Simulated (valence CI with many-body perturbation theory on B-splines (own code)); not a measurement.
**E1 transitions of Mn11+**

Computed by relativistic CI+MBPT: four valence electrons over a frozen Dirac-Fock core [Ne], radial functions for each j: 11 s, 11 p, 10 d, 8 f, 5 g, 2 h, with the one-electron correlation potential Σ1, the two-electron term Σ2, the three-electron term Σ3, Breit, model QED; selected CI, second order for the rest, scaled by the run's own slope (own B-spline code, finite nucleus).

No measured spectrum was set against this ion. As an estimate, levels of excited configurations hold to 0.05 to 0.15 % of their energy, terms of the ground configuration to about 0.5 %. Among the levels kept, up to 560 cm⁻¹ of a level comes from second order outside the variational space, and about a tenth of that is noise between levels of different J, which matters for small intervals.

Lines 51 to 100 of 560 in falling wavelength, among levels below 1114800 cm⁻¹, chosen from the strongest by gf and those to the six lowest levels. Wavelengths and rates use the calculated energies, so an error of 200 cm⁻¹ moves a line at 36.42 nm by 0.073 % and its rate by three times that or more. Electric multipoles are in the length gauge, E1 and E2 with the static RPA response of the core. Weak lines are less certain than strong ones. Lines between different terms over intervals too small for the method are left out, as are lines whose strength nearly cancels. Where a level lies close to another of its J and parity, the split of strength between their lines is uncertain. The highest levels of a list are the least certain.

Names give the largest LS component (configuration and term), which can be under half, so a name can repeat, a term be missing and a line seem to break the LS rules; names also repeat where a configuration has a term twice. Letters in brackets count levels of one name in rising energy.

| λ vac (nm) | Upper | Lower | A (s⁻¹) | S (a.u.) with core polarisation | S without |
| --- | --- | --- | --- | --- | --- |
| 36.42 | 3p³3d ¹F°_3 [a] | 3s3p²3d ¹D_2 [a] | 2.20e+09 | 3.67e-01 | 3.80e-01 |
| 36.40 | 3p³3d ³F°_4 [b] | 3s3p²3d ³F_4 [b] | 1.83e+09 | 3.93e-01 | 4.07e-01 |
| 36.35 | 3p³3d ³F°_3 [b] | 3s3p²3d ³D_2 [b] | 1.18e+09 | 1.96e-01 | 2.03e-01 |
| 36.18 | 3s3p²3d ¹D_2 [b] | 3s²3p3d ¹P°_1 | 2.21e+09 | 2.59e-01 | 2.68e-01 |
| 35.88 | 3p³3d ⁵D°_1 | 3s3p²3d ⁵P_1 | 2.91e+09 | 1.99e-01 | 2.07e-01 |
| 35.77 | 3s3p²3d ³D_3 [b] | 3s²3p3d ¹D°_2 | 1.23e+09 | 1.95e-01 | 2.03e-01 |
| 35.70 | 3p³3d ³F°_3 [b] | 3s3p²3d ³F_3 [b] | 1.66e+09 | 2.60e-01 | 2.70e-01 |
| 35.56 | 3p³3d ⁵D°_2 | 3s3p²3d ⁵P_2 | 2.52e+09 | 2.79e-01 | 2.90e-01 |
| 35.38 | 3p³3d ⁵D°_3 | 3s3p²3d ⁵P_2 | 2.01e+09 | 3.07e-01 | 3.19e-01 |
| 35.18 | 3p³3d ¹F°_3 [b] | 3s3p²3d ³F_4 [c] | 1.08e+09 | 1.62e-01 | 1.68e-01 |
| 35.08 | 3p³3d ³F°_2 [b] | 3s3p²3d ³F_2 [b] | 1.85e+09 | 1.97e-01 | 2.05e-01 |
| 35.02 | 3p³3d ⁵D°_3 | 3s3p²3d ⁵P_3 | 1.66e+09 | 2.46e-01 | 2.56e-01 |
| 35.00 | 3s3p²3d ³G_5 | 3s²3p3d ³F°_4 | 5.80e+09 | 1.35e+00 | 1.40e+00 |
| 34.97 | 3p³3d ¹D°_2 [b] | 3s3p²3d ¹D_2 [a] | 1.59e+09 | 1.68e-01 | 1.74e-01 |
| 34.93 | 3p³3d ⁵D°_4 | 3s3p²3d ⁵P_3 | 2.95e+09 | 5.59e-01 | 5.80e-01 |
| 34.74 | 3p³3d ³F°_3 [a] | 3s3p²3d ³F_4 [a] | 1.37e+09 | 1.99e-01 | 2.06e-01 |
| 34.65 | 3s3p³ ³P°_1 | 3s²3p² ³P_2 | 8.95e+08 | 5.51e-02 | 5.73e-02 |
| 34.60 | 3s3p³ ³P°_2 | 3s²3p² ³P_2 | 2.92e+09 | 2.98e-01 | 3.10e-01 |
| 34.40 | 3p³3d ³F°_2 [a] | 3s3p²3d ³F_3 [a] | 1.51e+09 | 1.52e-01 | 1.58e-01 |
| 34.38 | 3s3p3d² ³D°_3 | 3s3p²3d ³D_3 [d] | 1.88e+09 | 2.63e-01 | 2.73e-01 |
| 34.35 | 3p⁴ ³P_2 | 3s3p³ ³D°_3 | 4.78e+09 | 4.78e-01 | 4.96e-01 |
| 34.28 | 3s3p³ ¹D°_2 | 3s²3p² ¹D_2 | 4.90e+09 | 4.87e-01 | 5.06e-01 |
| 34.25 | 3p³3d ³F°_4 [a] | 3s3p²3d ³F_4 [a] | 2.45e+09 | 4.38e-01 | 4.54e-01 |
| 34.23 | 3s3p²3d ³G_4 | 3s²3p3d ³F°_3 | 6.02e+09 | 1.07e+00 | 1.11e+00 |
| 34.10 | 3p³3d ³F°_3 [a] | 3s3p²3d ³F_3 [a] | 1.79e+09 | 2.46e-01 | 2.55e-01 |
| 34.09 | 3p³3d ¹D°_2 [b] | 3s3p²3d ³F_3 [c] | 1.62e+09 | 1.58e-01 | 1.64e-01 |
| 34.02 | 3p³3d ³D°_3 [a] | 3s3p²3d ³F_4 [a] | 1.97e+09 | 2.68e-01 | 2.78e-01 |
| 33.98 | 3p³3d ³F°_2 [a] | 3s3p²3d ³F_2 [a] | 2.25e+09 | 2.18e-01 | 2.26e-01 |
| 33.79 | 3s3p³ ³P°_0 | 3s²3p² ³P_1 | 3.70e+09 | 7.04e-02 | 7.31e-02 |
| 33.78 | 3s3p²3d ³D_3 [c] | 3s²3p3d ³D°_2 | 1.78e+09 | 2.36e-01 | 2.45e-01 |
| 33.76 | 3s3p²3d ³G_3 | 3s²3p3d ³F°_2 | 6.16e+09 | 8.18e-01 | 8.48e-01 |
| 33.73 | 3s3p³ ³P°_1 | 3s²3p² ³P_1 | 1.59e+09 | 9.06e-02 | 9.41e-02 |
| 33.69 | 3p³3d ¹D°_2 [c] | 3s3p²3d ¹D_2 [a] | 3.01e+09 | 2.84e-01 | 2.94e-01 |
| 33.68 | 3s3p³ ³P°_2 | 3s²3p² ³P_1 | 4.33e+08 | 4.08e-02 | 4.24e-02 |
| 33.51 | 3s3p²3d ¹P_1 [b] | 3s²3p3d ¹P°_1 | 2.82e+09 | 1.57e-01 | 1.64e-01 |
| 33.48 | 3p³3d ³D°_2 [a] | 3s3p²3d ³F_3 [a] | 2.45e+09 | 2.27e-01 | 2.35e-01 |
| 33.48 | 3p³3d ⁵D°_3 | 3s3p²3d ³F_4 [a] | 1.15e+09 | 1.48e-01 | 1.54e-01 |
| 33.41 | 3p³3d ³D°_3 [a] | 3s3p²3d ³F_3 [a] | 1.73e+09 | 2.23e-01 | 2.32e-01 |
| 33.40 | 3p³3d ⁵D°_4 | 3s3p²3d ³F_4 [a] | 1.34e+09 | 2.21e-01 | 2.30e-01 |
| 33.26 | 3s3p²3d ³F_2 [c] | 3s²3p3d ³D°_1 | 4.34e+09 | 3.94e-01 | 4.08e-01 |
| 33.16 | 3s3p²3d ³F_3 [c] | 3s²3p3d ³D°_2 | 3.56e+09 | 4.48e-01 | 4.64e-01 |
| 33.08 | 3p³3d ³D°_2 [a] | 3s3p²3d ³F_2 [a] | 1.59e+09 | 1.42e-01 | 1.47e-01 |
| 33.03 | 3p³3d ³D°_1 [b] | 3s3p²3d ³F_2 [c] | 3.41e+09 | 1.82e-01 | 1.88e-01 |
| 33.01 | 3s3p³ ³S°_1 | 3s²3p² ¹S_0 | 3.58e+08 | 1.91e-02 | 1.99e-02 |
| 32.99 | 3p³3d ³D°_1 [a] | 3s3p²3d ³F_2 [a] | 4.24e+09 | 2.26e-01 | 2.34e-01 |
| 32.98 | 3s3p²3d ³F_4 [c] | 3s²3p3d ³D°_3 | 8.73e+09 | 1.39e+00 | 1.44e+00 |
| 32.97 | 3p⁴ ³P_1 | 3s3p³ ³D°_2 | 4.19e+09 | 2.22e-01 | 2.31e-01 |
| 32.93 | 3s3p³ ³P°_1 | 3s²3p² ³P_0 | 1.13e+09 | 5.97e-02 | 6.19e-02 |
| 32.83 | 3p³3d ³P°_2 [a] | 3s3p²3d ³D_3 [a] | 2.86e+09 | 2.50e-01 | 2.59e-01 |
| 32.69 | 3s3p3d² ³F°_3 | 3s3p²3d ³D_3 [c] | 1.49e+09 | 1.80e-01 | 1.87e-01 |
